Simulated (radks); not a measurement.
The europium ion Eu+, [Xe] 4f7 6s1. Calculated with a radial shooting solver on a logarithmic mesh with Libxc functionals: non-relativistic Kohn-Sham, exchange-only B88, spin-polarised, spherical densities, point nucleus. Every spin shell is full or empty, so the densities are truly spherical. Functionals are evaluated on that one density, not self-consistently. Rank these orbital-free kinetic functionals by their error against the exact value of the orbitals, and give that value: Thomas-Fermi, TF + vW/9, TF + vW/5, LC94, APBEK, revAPBEK, Perdew 92, Thakkar, Pearson, LKT, DePristo-Kress, Ernzerhof.

Answer. Exact: 10423.8 hartree. From best to worst, with 100 (|E| - |E exact|)/|E exact| (equal figures are ties): LC94 -0.01, APBEK +0.03, revAPBEK +0.19, DePristo-Kress -0.20, Ernzerhof -0.50, Thakkar -0.73, Perdew 92 -0.73, TF + vW/9 -0.74, Pearson -0.93, TF + vW/5 +2.68, Thomas-Fermi -5.02, LKT +17.47.
